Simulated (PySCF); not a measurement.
C₂H₅Si, SMILES C[Si][CH2] (connectivity only; charge and spin as stated), charge +1, multiplicity 1.

Coordinates come from a PBE-D3(BJ)/def2-TZVP optimisation. The multiplicity is an assumed one; other spin states were not compared. The isomer is the one that the SMILES or the coordinates give; other isomers of the formula were not compared.

Level of theory: PBE-D3(BJ)/def2-TZVP (PySCF 2.14.0).

Frequencies are harmonic and unscaled.

Computed normal modes with their intensities:
```csv
mode,ν (cm⁻¹),IR (km/mol),moving atoms (share of kinetic energy)
1,95,1.2,"H 79 %, Si 10 %, C 10 %"
2,134,11.4,"Si 42 %, C 38 %, H 20 %"
3,221,0.3,H 91 %
4,553,3.0,"H 84 %, C 14 %"
5,633,15.9,"C 69 %, H 18 %, Si 13 %"
6,722,72.7,"H 76 %, C 23 %"
7,765,30.7,"H 76 %, C 17 %"
8,789,4.6,"H 78 %, C 20 %"
9,962,12.1,"C 44 %, Si 41 %, H 14 %"
10,1199,7.1,"H 85 %, C 14 %"
11,1276,20.0,"H 85 %, C 14 %"
12,1340,18.1,H 96 %
13,1363,10.4,H 95 %
14,2948,63.3,H 97 %
15,3021,66.8,H 95 %
16,3024,25.0,"H 91 %, C 9 %"
17,3095,19.9,"H 91 %, C 9 %"
18,3104,47.8,"H 90 %, C 10 %"
```
